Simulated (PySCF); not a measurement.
C2H9FOSi2, SMILES C[Si](C)(F)O[SiH3]. Heavy atoms are numbered as in [CH3:1][Si:2]([CH3:3])([F:4])[O:5][SiH3:6]. Hydrogens are named by the atom that carries them.

Geometry optimised at ωB97X-D3(BJ)/def2-SVP. One conformer was computed; it need not be the lowest.

Method: KT2/pcSseg-1 (PySCF).

GIAO shieldings, no solvent; atoms alike by connectivity are averaged. δ = σ(ref) − σ: ¹³C against TMS (σ = 185.1 ppm); ²⁹Si against TMS (σ = 361.9 ppm); ¹⁹F against CFCl3 (σ = 127.1 ppm); ¹⁷O against H2O (σ = 330.4 ppm); ¹H against TMS (σ = 31.47 ppm), references at their B3LYP-D3(BJ)/def2-TZVP geometries, non-relativistic.

Computed chemical shifts:
```json
[
 {"nucleus": "¹³C", "atoms": "C1 (CH3)", "count": "2", "δ (ppm)": "0.5"},
 {"nucleus": "²⁹Si", "atoms": "Si2", "count": "1", "δ (ppm)": "14.2"},
 {"nucleus": "²⁹Si", "atoms": "Si6 (SiH3)", "count": "1", "δ (ppm)": "-36.9"},
 {"nucleus": "¹⁹F", "atoms": "F4", "count": "1", "δ (ppm)": "-177.4"},
 {"nucleus": "¹⁷O", "atoms": "O5", "count": "1", "δ (ppm)": "57.1"},
 {"nucleus": "¹H", "atoms": "H on Si6", "count": "3", "δ (ppm)": "5.42"},
 {"nucleus": "¹H", "atoms": "H on C1", "count": "6", "δ (ppm)": "0.47"}
]
```
